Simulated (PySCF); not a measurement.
C7H5F5O2.
Z-matrix (Å and degrees, PBE0-D3(BJ)/def2-SVP geometry), rows numbered from 1:
```
O 
C   1  1.2021
C   2  1.5188  1  126.74
C   3  1.5283  2  106.70  1  -179.36
C   4  1.4963  3  104.29  2    -1.03
C   5  1.4911  4  121.84  3  -179.21
F   6  1.3535  5  109.31  4    59.01
F   6  1.3533  5  109.42  4   -58.28
C   5  1.3446  4  112.72  3     0.86
O   9  1.3568  2  128.00  1     0.03
C  10  1.3630  9  123.76  2    -1.37
F  11  1.3203 10  105.91  9  -178.92
F  11  1.3207 10  111.96  9    62.76
F  11  1.3213 10  112.14  9   -60.55
H   3  1.1007  2  108.21  1    58.46
H   3  1.1004  2  108.60  1   -56.68
H   4  1.1017  3  113.20  2  -120.83
H   4  1.1021  3  112.95  2   118.26
H   6  1.1014  5  112.88  4  -179.67
```

Method used: TDDFT B3LYP/def2-SVPD, vertical, gas phase, core orbitals frozen in the response (PySCF).

Frontier orbitals with the atoms that hold most of them (Löwdin shares over 4%, at most four atoms; ? is withheld):

| orbital | ε (eV) | atoms |
| --- | --- | --- |
| LUMO+2 | 0.42 | C9 22%, C2 18%, O1 10%, C3 9% |
| LUMO+1 | 0.05 | C4 13%, C3 12%, C9 8%, C2 8% |
| LUMO | -2.54 | ? |
| HOMO | ? | ? |
| HOMO-1 | -8.01 | C5 26%, C9 22%, O10 18%, O1 9% |
| HOMO-2 | -10.12 | F8 19%, C6 19%, F7 19%, C5 14% |
| HOMO-3 | -10.36 | O1 22%, C3 21%, H15 9%, C2 9% |

(1) Which atoms hold the HOMO, and with what shares?

(2) Which atoms hold the LUMO, and with what shares?

(3) What is the HOMO energy, and the HOMO–LUMO gap?

Answers

(1) O1 (bonded to C) 59%; C2 (bonded to 2 C and O) 11%; C3 (bonded to 2 C and 2 H) 10%; C9 (bonded to 2 C and O) 8%. By element: oxygen 59% or more, carbon 30% or more.

(2) C5 (bonded to 3 C) 24%; C2 (bonded to 2 C and O) 20%; O1 (bonded to C) 20%; C9 (bonded to 2 C and O) 14%. By element: carbon 58% or more, oxygen 20% or more.

(3) ε(HOMO) = -7.78 eV; the gap is 5.24 eV (0.1925 hartree).

Question: The HOMO–LUMO gap is 5.24 eV. Where does the response calculation put the lowest singlet, and from which orbitals?

Answer: S1 is at 3.74 eV (f = 0.0003), 1.50 eV below the gap, made of HOMO→LUMO (98%). Without the coupling terms of the response equations the lowest excitation would equal the gap.

Question: One configuration dominates each of S1, S2, S3, S5 and S7. Which, and how do the shares of the two leading atoms of either orbital change from the occupied to the empty one?

Answer: 
- S1 (3.74 eV, f 0.0003), HOMO→LUMO (98%): O1 59% → 20%, C2 11% → 20%, C5 at most 9% → 24%
- S2 (5.27 eV, f 0.268), HOMO-1→LUMO (96%): C5 26% → 24%, C9 22% → 14%, C2 at most 10% → 20%
- S3 (6.45 eV, f 0.0001), HOMO-2→LUMO (98%): F8 19% → at most 15%, C6 19% → at most 15%, C5 14% → 24%, C2 at most 14% → 20%
- S5 (6.97 eV, f 0.0038), HOMO→LUMO+1 (94%): O1 59% → at most 8%, C2 11% → 8%, C4 at most 9% → 13%, C3 10% → 12%
- S7 (7.16 eV, f 0.0006), HOMO-1→LUMO+1 (98%): C5 26% → at most 8%, C9 22% → 8%, C4 at most 10% → 13%, C3 at most 10% → 12%

Löwdin shares depend on the basis, the more so with diffuse functions.

Time: 72 s wall, 2.6 min CPU; peak memory 1.9 GiB. Hardware: an Intel Xeon 6975P-C with 2 threads, no GPU, shared host with 192 logical CPUs at a one-minute load of 73.

One conformer stands for the species.
